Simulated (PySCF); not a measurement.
## Spinor energies of S⁷⁺ (sulfur, charge +7)

Start: [He] 2s2 2p5; 2p1/2 filled at m_j = -1/2, +1/2; 2p3/2 filled at m_j = -1/2, +1/2, +3/2. Calculated with PySCF 2.14 in an even-tempered Gaussian basis (18 s from 0.78 bohr⁻², ratio 2.4; 11 p from 1 bohr⁻², ratio 2.4; 5 d from 6.7 bohr⁻², ratio 2.6; 5 f from 10 bohr⁻², ratio 2.6): generalised Hartree-Fock with the X2C-1e Hamiltonian and a Gaussian nucleus; one run each with spin-orbit coupling (SO) switched off, then screened by Boettger's factors.

```
spinor shell  electrons  ε, spin-free (eV)  ε, screened SO (eV)  weight of nominal j (screened SO)  rms radius, screened SO (bohr)
       1s1/2          2            -2681.5              -2681.4                              1.000                           0.112
       2s1/2          2            -391.11              -391.08                              1.000                           0.500
       2p1/2          2            -333.44              -335.47                              0.646                           0.464
       2p3/2          3            -333.44              -332.19                              0.764                           0.466
```

```
   quantity   spin-free  screened SO
E (hartree)  -378.35191   -378.36878
        M_J         3/2          3/2
       ⟨J²⟩       3.751        3.751
       ⟨L²⟩       2.000        2.000
       ⟨S²⟩       0.750        0.750
```

Each row is a mean over spinors that exchange with the open shell spreads, by up to 11.239 eV (2s1/2).

Rows whose weight is well below 1 are mixtures of j = l ± 1/2: exchange outweighs spin-orbit coupling there, and the label is only the starting occupation.

Without spin-orbit coupling the j labels of p, d and f shells carry no meaning; the spin-free column gives the mean over the occupied spinors of each nl shell.
